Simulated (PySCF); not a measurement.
Structure from NMR data

An unknown has the formula C3H13NSi3. Its calculated NMR data are:

1H NMR (400 MHz, computed): δ 4.68 (s, 6H), 4.43 (m, 1H), 4.30 (m, 1H), 3.33 (m, 1H), 1.61 (m, 2H), 1.59 (m, 2H).

13C{1H} NMR (computed): δ 54.7 (CH), 21.0 (CH2, 2C).

PySCF calculation with PBE0/pcSseg-1 with gauge-including orbitals and PBE0-D3(BJ)/def2-SVP geometry; no solvent, equivalent nuclei averaged, non-relativistic, one computed conformer.

Referencing at the same level of theory: 1H, 13C vs TMS.

Deduce the structure.

Results:


1. Rings plus π bonds: 1 (1 ring in the answer).
2. 2 carbon signals for 3 carbons: some carbons are equivalent by symmetry or fast rotation.
3. Carbon types of the structure: 1 × CH, 2 × CH2, leaving 8 H on heteroatoms.
4. δC 54.7: sp3 CH bonded to N; deshielded by the electronegative neighbour.
5. δC 21.0: sp3 CH2 bonded to Si.
6. δH 4.68: hydrogen on a silicon bonded to N.
7. δH 4.43, 4.30: hydrogen on a silicon bonded to 2 C, in a 4-membered ring.
8. δH 3.33: hydrogen on an sp3 CH bonded to N; its carbon carries N, which withdraws density.
9. δH 1.61, 1.59: hydrogen on an sp3 CH2 bonded to Si.

These data were computed for `C1(N([SiH3])[SiH3])C[SiH2]C1`.

The shifts were computed for this structure.

Shifts are as computed. Against solution values, carbons near 30 ppm lie about +2 ppm off and those near 130 ppm about +5 ppm. Of 1211 compounds with measured shifts, 218 miss one by over three times the rms of a fit or turn the order of signals round; such compounds aren't used in these exercises. No couplings were computed; multiplicities are counted from neighbouring protons, with m where these are inequivalent, close in shift, in a saturated or five-membered ring or joined by F or P, and br s for small geminal =CH2 splittings.
